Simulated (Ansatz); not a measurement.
# A family of molecules: the atomisation energy (no zero-point term)

Gas-phase molecules, one atom swapped for its congeners: C2H3N (acetonitrile) `CC#N`; SiH3(CN) (silyl cyanide); GeH3(CN); SnH3(CN). All are singlets with charge 0.

Shapes, held fixed at every level: PBE0-D4/def2-TZVP. Programs: Ansatz 0.2.0. Values in eV.

**Question.** How should the atomisation energy change along the series?

**Answer.** At CCSD(T)/def2-TZVPP the atomisation energy falls at every step, from 25.94 to 19.76 eV. Every level shows the same order. For atoms past krypton def2 sets carry core potentials with scalar relativity. Relativity is left out for Ge. Outer-core shells of Ge, Sn are correlated in most correlated rows, in sets that cover them unevenly. Spin-orbit coupling, which grows down the group, is left out (summed over each molecule's free atoms 0.01, 0.02, 0.12, 0.31 eV). Coupled cluster in double- or triple-zeta sets underbinds by a few per cent against its basis-set limit.

```
                level  C2H3N  SiH3(CN)  GeH3(CN)  SnH3(CN)
     SPW92/def2-TZVPP  30.61     25.97     24.84     23.24
  BHLYP-D4/def2-TZVPP  25.72     22.28     20.82     19.34
r2SCAN0-D4/def2-TZVPP  26.04     22.36     21.04     19.46
   wB97M-V/def2-TZVPP  26.80     23.14     21.68     20.28
   wB97X-V/def2-TZVPP  26.72     23.18     21.84     20.41
       MP2/def2-TZVPP  26.58     22.82     21.61     19.92
   CCSD(T)/def2-TZVPP  25.94     22.38     21.25     19.76
```
